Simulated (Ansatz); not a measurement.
```yaml
crystal:
  periodic: [false, false, false]
  atoms:
    - {symbol: O, position_ang: [-3.917687, -0.325085, -0.869289]}
    - {symbol: Si, position_ang: [-0.189932, 1.397565, -0.276001]}
    - {symbol: Se, position_ang: [2.633573, -1.953955, 2.436681]}
    - {symbol: H, position_ang: [-3.164963, -2.062170, -2.232568]}
    - {symbol: H, position_ang: [1.665842, 2.484157, -1.675630]}
    - {symbol: H, position_ang: [-1.414216, 3.603173, 2.504604]}
    - {symbol: H, position_ang: [4.266689, -2.503641, -0.044495]}
basis:
  gaussian: {orbitals: "6-31G*"}
hamiltonian: {xc: {name: B3LYP}, dispersion: d3bjatm}
```

```sh
$ ansatz run in.yaml --threads 2 --pin off --events-out ev --progress --plain --max-ram 4352MiB
```

Output, abridged:

```
Functional definition: B3LYP
760 factors; integrals over basis functions are off by at most 2.3e-4 eV
mean field evaluation 1: about -75268.8813 eV, gradient 9.1e1 eV
mean field evaluation 2: about -74758.8721 eV, gradient 1.5e2 eV
mean field evaluation 4: about -75178.6244 eV, gradient 1.2e2 eV
mean field evaluation 8: about -75307.9519 eV, gradient 4.8e0 eV
mean field evaluation 16: about -75308.3609 eV, gradient 9.4e-3 eV
mean field evaluation 128: about -75308.3602 eV, gradient 1.1e-1 eV
mean field -75308.36089764 eV, -2767.5312171479 hartree, gradient 2.0e-6 eV, S^2 0.000000; 10 other end points of the search recorded, 0 dependent functions left out
reference -75308.36128761 eV, -2767.5312314788 hartree; 30, 30 occupied and 47, 47 virtual orbitals, 760 factors
Total energy: -75308.47596120 eV, -2767.5354456558 hartree
```

**Question.** Something in this input is off. What?

**Answer.** The geometry is stretched to more than twice its size. The calculation finished and met its thresholds. The result belongs to that input, not to the molecule as meant.

B3LYP here is the variant with VWN-RPA as its local correlation; programs differ in this.
